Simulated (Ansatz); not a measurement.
C₃H₇FSi, singlet, geometry from GFN2-xTB, with bond 10-4 at 1.4 times its length; Ansatz (a program for electronic structure) with SC-NEVPT2/6-31G, CASSCF(6,4).

Ansatz was given this input:
Ansatz 0.2 input:
```yaml
crystal:
  periodic: [false, false, false]
  atoms:
    - {symbol: Si, position_ang: [0.34666277, 0.33365407, -0.42638715]}
    - {symbol: C, position_ang: [1.72145348, -0.94989544, -0.65067274]}
    - {symbol: F, position_ang: [0.64317813, 1.11703136, 0.95996298]}
    - {symbol: C, position_ang: [-1.34194339, -0.47594408, -0.25809005]}
    - {symbol: C, position_ang: [-2.12002821, -0.36814459, 0.80889916]}
    - {symbol: H, position_ang: [0.37209633, 1.38948272, -1.43381890]}
    - {symbol: H, position_ang: [1.61016249, -1.49381266, -1.58350696]}
    - {symbol: H, position_ang: [2.69813822, -0.47429005, -0.66162919]}
    - {symbol: H, position_ang: [1.71979164, -1.67723665, 0.15741678]}
    - {symbol: H, position_ang: [-1.83714086, -1.30408406, -1.42846166]}
    - {symbol: H, position_ang: [-1.81778325, 0.20935026, 1.66728175]}
    - {symbol: H, position_ang: [-3.08552293, -0.84655576, 0.87726138]}
basis:
  gaussian:
    orbitals: 6-31G
magnetization: {spin_polarized: false}
correlation: {method: sc_nevpt2, electrons: all, active_space: {window: {electrons: 6, orbitals: 4}}}
```

What the program printed (banner, timings and long lists left out):

```
Functional definition: HF
821 factors; integrals over basis functions are off by at most 2.4e-4 eV
mean field evaluation 1: about -13763.7548 eV, gradient 3.2e1 eV
mean field evaluation 2: about -13763.7566 eV, gradient 3.2e1 eV
mean field evaluation 4: about -13766.3471 eV, gradient 3.0e0 eV
mean field evaluation 8: about -13766.3783 eV, gradient 2.7e-4 eV
mean field -13766.37832005 eV, -505.9050720753 hartree, gradient 1.6e-6 eV, S^2 0.000000; 0 other end points of the search recorded, 0 dependent functions left out; unrestricted orbitals would lower it
reference -13766.37832005 eV, -505.9050720753 hartree; 24, 24 occupied and 39, 39 virtual orbitals, 821 factors
state -13767.22715313 eV, -505.9362661159 hartree
state -13767.22715313 eV, -505.9362661159 hartree; corrected -13778.86348239 eV, -506.3638933287 hartree
state -13767.18506954 eV, -505.9347195726 hartree
state -13767.18506954 eV, -505.9347195726 hartree; corrected -13778.89734097 eV, -506.3651376086 hartree
state -13767.18506954 eV, -505.9347195726 hartree; corrected -13778.89734097 eV, -506.3651376086 hartree
WARN: the results are in doubt because another end's mean lies 0.042 eV lower, and its corrected mean 0.034 eV higher
Total energy: -13778.89734097 eV, -506.3651376086 hartree
In doubt: another end's mean lies 0.042 eV lower, and its corrected mean 0.034 eV higher
```
